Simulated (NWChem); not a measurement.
Species: C$_{2}$HF$_{2}$I; SMILES F/C=C(\F)I

def2 effective core potentials on I; no spin-orbit coupling.

**Question.** Give the equilibrium geometry at PBE0/def2-SVP with def2 effective core potentials on I (NWChem) as a Z-matrix, with the point group.

**Answer.** point group Cs; any orientation.
```
C
F 1 1.3178
C 1 1.3340 2 122.20
F 3 1.3243 1 121.35 2 0.00
H 3 1.0910 4 115.44 1 180.00
I 1 2.0855 2 115.30 3 180.00
```
